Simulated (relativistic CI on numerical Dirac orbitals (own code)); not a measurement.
Forbidden transitions in Co²²⁺

Calculated at this level of theory: Dirac-Coulomb-Breit CI, KLI orbitals optimised for each configuration, model QED, unscaled Slater integrals (own radial code, finite nucleus).

Configurations in the expansion (outside the closed core 1s2): 2s2 2p, 2s 2p2, 2p3, 2p2 3s, 2p2 3p, 2p2 3d, 2s2 3s, 2s2 3p, 2s2 3d, 2s 2p 3s, 2s 2p 3p, 2s 2p 3d, 2s2 4s, 2s2 4p, 2s2 4d, 2s2 4f. Levels of other configurations are missing.

```csv
λ vac (Å),Lower,Upper,Type,A (s⁻¹),log gf
10.006,2s 2p2 4P_5/2 [5],2p2 3d 2G_9/2 [114],E2,5.35e+08,-4.10
10.164,2s 2p2 4P_3/2 [4],2p2 3d 4F_7/2 [92],E2,1.22e+10,-2.82
10.182,2s 2p2 4P_5/2 [5],2p2 3d 4F_9/2 [97],E2,1.25e+10,-2.71
10.187,2s 2p2 4P_5/2 [5],2p2 3d 2F_7/2 [95],E2,8.72e+09,-2.96
10.281,2s 2p2 2D_5/2 [7],2p2 3d 2G_9/2 [114],E2,1.22e+10,-2.71
10.472,2s 2p2 2D_5/2 [7],2p2 3d 2F_7/2 [95],E2,1.64e+09,-3.67
10.755,2s 2p2 2P_3/2 [10],2p2 3d 2F_7/2 [95],E2,1.50e+09,-3.68
11.024,2s 2p2 4P_3/2 [4],2s 2p 3p 4D_7/2 [33],E2,2.03e+09,-3.53
11.051,2s 2p2 4P_1/2 [3],2s 2p 3p 4D_5/2 [30],E2,2.60e+09,-3.54
11.099,2s 2p2 4P_5/2 [5],2s 2p 3p 4D_7/2 [33],E2,2.79e+09,-3.38
11.211,2s 2p2 4P_5/2 [5],2s 2p 3p 4D_5/2 [30],E2,1.95e+09,-3.66
11.242,2s 2p2 2D_5/2 [7],2s 2p 3d 4F°_9/2 [49],M2,1.72e+07,-5.49
11.438,2s 2p2 2D_5/2 [7],2s 2p 3p 4D_7/2 [33],E2,1.87e+08,-4.53
717.01,2s2 2p 2P°_1/2 [1],2s2 2p 2P°_3/2 [2],M1,2.43e+04,-5.13
```

Terms are leading LS components. Brackets give the number of a level in order of energy, since labels repeat. The list gives strong lines, with weight on those to low levels. Levels whose partners in the same complex of configurations lie outside the list can be far off, and so can their lines. Rates are taken at the computed energies, electric ones in the length gauge.

At this charge energies of transitions that change n are usually good to better than 1 %, and those within a shell (Δn = 0) to a few per cent.

LS names give the leading component of a level, which can be under half, so a name can repeat, a term be missing and a line seem to break the LS rules.
